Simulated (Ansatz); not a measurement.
Basis-set extrapolation for `C[SiH](Cl)N[SiH2]Cl` (PBE0-D4/def2-TZVP geometry, frozen core, the Gaussian-basis code of Ansatz). Multiplicity 1, RHF reference.

```
                       def2-TZVPP    def2-QZVPP
                 HF  -1593.540027  -1593.588795
    MP2 correlation     -1.007113     -1.092245
CCSD(T) correlation     -1.124284       not run
```

Energies in hartree. Use E(X) = E(∞) + A·exp(−7.88·√X) for Hartree–Fock and E(X) = E(∞) + B·X^(−2.97) for correlation, with X = 3 and 4, and add CCSD(T) minus MP2 of the smaller set to the MP2 limit.

Problem. What is the CCSD(T) energy at the basis-set limit?

Solution. HF limit: -1593.588795 + (-0.048768) × 0.13774 = -1593.59551. MP2 limit: -1.092245 + (-0.085132) × 0.74074 = -1.15531. Higher-order term: -1.124284 − (-1.007113) = -0.11717. Total: -1594.86799 hartree, 534.8 kJ/mol below CCSD(T)/def2-TZVPP.
